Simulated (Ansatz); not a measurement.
Harmonic vibrations of AlBF2GeH4 (`[BH2][Ge]([F])([F])[AlH2]`) by finite differences.

```yaml
crystal:
  periodic: [false, false, false]
  atoms:
    - {symbol: B, position_ang: [-0.253618, 1.117149, -1.705545]}
    - {symbol: Ge, position_ang: [0.581152, -0.064941, -0.226602]}
    - {symbol: F, position_ang: [2.027890, 0.746143, 0.343434]}
    - {symbol: F, position_ang: [1.235032, -1.498900, -0.997196]}
    - {symbol: Al, position_ang: [-0.583683, -0.911956, 1.843818]}
    - {symbol: H, position_ang: [-0.821727, 0.611642, -2.624380]}
    - {symbol: H, position_ang: [-0.237783, 2.305023, -1.597937]}
    - {symbol: H, position_ang: [-2.123727, -0.605065, 2.061870]}
    - {symbol: H, position_ang: [0.264863, -1.745395, 2.885537]}
basis:
  gaussian: {orbitals: def2-TZVP}
hamiltonian: {xc: pbe0, dispersion: d4}
phonons: {temperatures: {t_min: 298.15, t_max: 900, t_step: 200}}
```

```sh
$ ansatz run in.yaml --threads 4 --pin off --events-out ev --progress --plain
```

It prints (some lines left out):

```
Functional definition: PBE0
mean field -69277.43351731 eV, -2545.8987238301 hartree, gradient 3.9e-5 eV, S^2 0.000000; 0 other end points of the search recorded, 0 dependent functions left out
mean field -69277.43346991 eV, -2545.8987220883 hartree, gradient 2.5e-6 eV, S^2 0.000000; 0 other end points of the search recorded, 0 dependent functions left out
mean field -69277.43347211 eV, -2545.8987221691 hartree, gradient 1.0e-6 eV, S^2 0.000000; 0 other end points of the search recorded, 0 dependent functions left out
mean field -69277.43341775 eV, -2545.8987201714 hartree, gradient 1.0e-6 eV, S^2 0.000000; 0 other end points of the search recorded, 0 dependent functions left out
mean field -69277.43339807 eV, -2545.8987194481 hartree, gradient 1.1e-6 eV, S^2 0.000000; 0 other end points of the search recorded, 0 dependent functions left out
mean field -69277.43342944 eV, -2545.8987206010 hartree, gradient 3.0e-6 eV, S^2 0.000000; 0 other end points of the search recorded, 0 dependent functions left out
mean field -69277.43344546 eV, -2545.8987211896 hartree, gradient 2.8e-6 eV, S^2 0.000000; 0 other end points of the search recorded, 0 dependent functions left out
mean field -69277.43343026 eV, -2545.8987206312 hartree, gradient 2.0e-6 eV, S^2 0.000000; 0 other end points of the search recorded, 0 dependent functions left out
mean field -69277.43342915 eV, -2545.8987205905 hartree, gradient 7.9e-7 eV, S^2 0.000000; 0 other end points of the search recorded, 0 dependent functions left out
mean field -69277.43344415 eV, -2545.8987211417 hartree, gradient 1.8e-6 eV, S^2 0.000000; 0 other end points of the search recorded, 0 dependent functions left out
mean field -69277.43341624 eV, -2545.8987201159 hartree, gradient 2.8e-6 eV, S^2 0.000000; 0 other end points of the search recorded, 0 dependent functions left out
mean field -69277.43345247 eV, -2545.8987214474 hartree, gradient 1.3e-6 eV, S^2 0.000000; 0 other end points of the search recorded, 0 dependent functions left out
mean field -69277.43344811 eV, -2545.8987212872 hartree, gradient 2.2e-6 eV, S^2 0.000000; 0 other end points of the search recorded, 0 dependent functions left out
mean field -69277.43346797 eV, -2545.8987220168 hartree, gradient 1.9e-6 eV, S^2 0.000000; 0 other end points of the search recorded, 0 dependent functions left out
mean field -69277.43345296 eV, -2545.8987214655 hartree, gradient 1.9e-6 eV, S^2 0.000000; 0 other end points of the search recorded, 0 dependent functions left out
mean field -69277.43349772 eV, -2545.8987231102 hartree, gradient 1.6e-6 eV, S^2 0.000000; 0 other end points of the search recorded, 0 dependent functions left out
mean field -69277.43349589 eV, -2545.8987230429 hartree, gradient 2.1e-6 eV, S^2 0.000000; 0 other end points of the search recorded, 0 dependent functions left out
mean field -69277.43350539 eV, -2545.8987233919 hartree, gradient 1.5e-6 eV, S^2 0.000000; 0 other end points of the search recorded, 0 dependent functions left out
mean field -69277.43350587 eV, -2545.8987234098 hartree, gradient 2.2e-6 eV, S^2 0.000000; 0 other end points of the search recorded, 0 dependent functions left out
mean field -69277.43351075 eV, -2545.8987235889 hartree, gradient 1.5e-6 eV, S^2 0.000000; 0 other end points of the search recorded, 0 dependent functions left out
mean field -69277.43349170 eV, -2545.8987228890 hartree, gradient 1.8e-6 eV, S^2 0.000000; 0 other end points of the search recorded, 0 dependent functions left out
mean field -69277.43344838 eV, -2545.8987212971 hartree, gradient 2.0e-6 eV, S^2 0.000000; 0 other end points of the search recorded, 0 dependent functions left out
mean field -69277.43347811 eV, -2545.8987223897 hartree, gradient 2.0e-6 eV, S^2 0.000000; 0 other end points of the search recorded, 0 dependent functions left out
mean field -69277.43348936 eV, -2545.8987228029 hartree, gradient 2.3e-6 eV, S^2 0.000000; 0 other end points of the search recorded, 0 dependent functions left out
mean field -69277.43350809 eV, -2545.8987234915 hartree, gradient 2.0e-6 eV, S^2 0.000000; 0 other end points of the search recorded, 0 dependent functions left out
mean field -69277.43345527 eV, -2545.8987215502 hartree, gradient 1.6e-6 eV, S^2 0.000000; 0 other end points of the search recorded, 0 dependent functions left out
mean field -69277.43345754 eV, -2545.8987216338 hartree, gradient 1.4e-6 eV, S^2 0.000000; 0 other end points of the search recorded, 0 dependent functions left out
mean field -69277.43347830 eV, -2545.8987223967 hartree, gradient 2.5e-6 eV, S^2 0.000000; 0 other end points of the search recorded, 0 dependent functions left out
mean field -69277.43350265 eV, -2545.8987232915 hartree, gradient 2.9e-6 eV, S^2 0.000000; 0 other end points of the search recorded, 0 dependent functions left out
mean field -69277.43348989 eV, -2545.8987228224 hartree, gradient 9.6e-7 eV, S^2 0.000000; 0 other end points of the search recorded, 0 dependent functions left out
mean field -69277.43345858 eV, -2545.8987216718 hartree, gradient 1.0e-6 eV, S^2 0.000000; 0 other end points of the search recorded, 0 dependent functions left out
mean field -69277.43349590 eV, -2545.8987230432 hartree, gradient 1.0e-6 eV, S^2 0.000000; 0 other end points of the search recorded, 0 dependent functions left out
mean field -69277.43349941 eV, -2545.8987231722 hartree, gradient 2.4e-6 eV, S^2 0.000000; 0 other end points of the search recorded, 0 dependent functions left out
mean field -69277.43349969 eV, -2545.8987231827 hartree, gradient 1.7e-6 eV, S^2 0.000000; 0 other end points of the search recorded, 0 dependent functions left out
mean field -69277.43349369 eV, -2545.8987229622 hartree, gradient 1.7e-6 eV, S^2 0.000000; 0 other end points of the search recorded, 0 dependent functions left out
mean field -69277.43346305 eV, -2545.8987218362 hartree, gradient 1.9e-6 eV, S^2 0.000000; 0 other end points of the search recorded, 0 dependent functions left out
mean field -69277.43347835 eV, -2545.8987223985 hartree, gradient 2.2e-6 eV, S^2 0.000000; 0 other end points of the search recorded, 0 dependent functions left out
mean field -69277.43350989 eV, -2545.8987235575 hartree, gradient 1.1e-6 eV, S^2 0.000000; 0 other end points of the search recorded, 0 dependent functions left out
mean field -69277.43351535 eV, -2545.8987237581 hartree, gradient 2.4e-6 eV, S^2 0.000000; 0 other end points of the search recorded, 0 dependent functions left out
mean field -69277.43344489 eV, -2545.8987211689 hartree, gradient 2.3e-6 eV, S^2 0.000000; 0 other end points of the search recorded, 0 dependent functions left out
mean field -69277.43344088 eV, -2545.8987210213 hartree, gradient 1.9e-6 eV, S^2 0.000000; 0 other end points of the search recorded, 0 dependent functions left out
mean field -69277.43350292 eV, -2545.8987233012 hartree, gradient 2.8e-6 eV, S^2 0.000000; 0 other end points of the search recorded, 0 dependent functions left out
mean field -69277.43351623 eV, -2545.8987237906 hartree, gradient 2.7e-6 eV, S^2 0.000000; 0 other end points of the search recorded, 0 dependent functions left out
mean field -69277.43347249 eV, -2545.8987221830 hartree, gradient 2.2e-6 eV, S^2 0.000000; 0 other end points of the search recorded, 0 dependent functions left out
mean field -69277.43348331 eV, -2545.8987225808 hartree, gradient 2.3e-6 eV, S^2 0.000000; 0 other end points of the search recorded, 0 dependent functions left out
mean field -69277.43351207 eV, -2545.8987236377 hartree, gradient 2.0e-6 eV, S^2 0.000000; 0 other end points of the search recorded, 0 dependent functions left out
mean field -69277.43351519 eV, -2545.8987237521 hartree, gradient 2.0e-6 eV, S^2 0.000000; 0 other end points of the search recorded, 0 dependent functions left out
mean field -69277.43352101 eV, -2545.8987239660 hartree, gradient 2.0e-6 eV, S^2 0.000000; 0 other end points of the search recorded, 0 dependent functions left out
mean field -69277.43350518 eV, -2545.8987233845 hartree, gradient 2.0e-6 eV, S^2 0.000000; 0 other end points of the search recorded, 0 dependent functions left out
mean field -69277.43349690 eV, -2545.8987230800 hartree, gradient 1.8e-6 eV, S^2 0.000000; 0 other end points of the search recorded, 0 dependent functions left out
mean field -69277.43350779 eV, -2545.8987234803 hartree, gradient 1.8e-6 eV, S^2 0.000000; 0 other end points of the search recorded, 0 dependent functions left out
mean field -69277.43350329 eV, -2545.8987233151 hartree, gradient 2.0e-6 eV, S^2 0.000000; 0 other end points of the search recorded, 0 dependent functions left out
mean field -69277.43350559 eV, -2545.8987233995 hartree, gradient 2.7e-6 eV, S^2 0.000000; 0 other end points of the search recorded, 0 dependent functions left out
mean field -69277.43350357 eV, -2545.8987233251 hartree, gradient 1.2e-6 eV, S^2 0.000000; 0 other end points of the search recorded, 0 dependent functions left out
mean field -69277.43349123 eV, -2545.8987228716 hartree, gradient 1.4e-6 eV, S^2 0.000000; 0 other end points of the search recorded, 0 dependent functions left out
Total energy: -69277.58533318 eV, -2545.9043029606 hartree
Atom 0 at    -0.253618     1.117149    -1.705545 Å, force    -0.000580     0.001626     0.000815 eV/Å
Atom 1 at     0.581152    -0.064941    -0.226602 Å, force     0.004688     0.004056     0.000776 eV/Å
Atom 2 at     2.027890     0.746143     0.343434 Å, force    -0.004367    -0.002811    -0.001299 eV/Å
Atom 3 at     1.235032    -1.498900    -0.997196 Å, force    -0.000411    -0.000318     0.000219 eV/Å
Atom 4 at    -0.583683    -0.911956     1.843818 Å, force     0.000772    -0.002674     0.001858 eV/Å
Atom 5 at    -0.821727     0.611642    -2.624380 Å, force     0.000565    -0.000056    -0.000392 eV/Å
Atom 6 at    -0.237783     2.305023    -1.597937 Å, force    -0.000178    -0.001619    -0.000672 eV/Å
Atom 7 at    -2.123727    -0.605065     2.061870 Å, force     0.001274     0.000157     0.000138 eV/Å
Atom 8 at     0.264863    -1.745395     2.885537 Å, force    -0.001762     0.001638    -0.001444 eV/Å
Dipole moment:    -0.646233     0.157322     0.119925 e Å
Vibrations: 21.50 87.86 98.19 112.54 173.55 175.03 230.17 312.43 409.79 542.53 547.72 628.27 670.27 672.50 760.21 887.14 1150.28 1925.07 1952.15 2604.87 2707.93 cm⁻¹, zero-point energy 1.033408 eV
```

Hardware: 4 threads of a server CPU on a shared host. Wall time 2.3 min, peak host memory 0.6 GiB.
